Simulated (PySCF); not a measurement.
Run record: geometry optimisation, `C[BH2-][BiH3+]`.

Computed with PBE0-D3(BJ)/def2-SVP geometry optimisation, gas phase, def2 core potentials past Kr (PySCF 2.14.0). Start geometry: GFN2-xTB. A driver script takes a list of jobs; this job's settings line and coordinates (Å) are shown.

Input:
```
{"job": {"xc": "PBE0", "basis": "def2-SVP", "d3": "d3bj", "grid": 1, "maxiter": 30, "shake": 0.01, "kind": "geom"}, "charge": 0, "multiplicity": 1}
C     -1.463340     0.658820     0.216520
B     -0.926260    -0.763330    -0.146040
Bi     1.577240    -0.326510    -0.145550
H     -2.539970     0.642930     0.237980
H     -1.168220     1.039320     1.178210
H     -1.231160     1.449270    -0.526260
H     -0.996960    -1.128680    -1.256980
H     -0.918210    -1.575140     0.691690
H      2.394100     0.381510     1.297040
H      2.297590     0.941120    -1.140630
H      3.013290    -1.345130    -0.421640
```

Output:
```
step   0  E = -282.19054768  max force = 0.020492
step   1  E = -282.19624184  max force = 0.002799
step   2  E = -282.19631763  max force = 0.001133
step   3  E = -282.19634421  max force = 0.000669
step   4  E = -282.19635534  max force = 0.000457
step   5  E = -282.19636685  max force = 0.000572
step   6  E = -282.19637986  max force = 0.000564
step   7  E = -282.19639511  max force = 0.000585
step   8  E = -282.19640798  max force = 0.000481
step   9  E = -282.19641466  max force = 0.000402
optimisation converged
```

Energies in Eh; «max force» is the largest Cartesian gradient component in Eh/bohr.

Q: Give the first gradient maximum in eV/Å.

A: With 1 Eh/bohr = 51.422 eV/Å, 1.054 eV/Å.

Q: How much energy does the optimisation release, in kJ/mol?

A: E(step 0) − E(last step) = 0.005867 Eh, which is 15.4 kJ/mol.

Main results: final energy -282.19641 Eh after 9 steps; dipole 1.13 D.

Q: Give the final coordinates.

A: 0.165 Å rms from the input after alignment:
```
atom  x, y, z in Å
C1    -1.5206    0.7860    0.2485
B2    -0.9444   -0.6409   -0.1109
Bi3    1.6684   -0.3234   -0.1419
H4    -2.6194    0.6461    0.2719
H5    -1.2420    1.1642    1.2440
H6    -1.3291    1.5684   -0.5017
H7    -0.9691   -1.0306   -1.2636
H8    -0.8884   -1.5029    0.7465
H9     2.6219    0.1731    1.2860
H10    2.5107    0.8192   -1.2277
H11    2.7634   -1.6753   -0.5368
```

The run took 71 s of wall time on one thread of an Intel Xeon Platinum 8175M at 2.50 GHz, no GPU, on a shared host, and the process peaked at 0.40 GiB of memory.
Labels such as C1 count atoms from 1, the log's own numbers from 0.
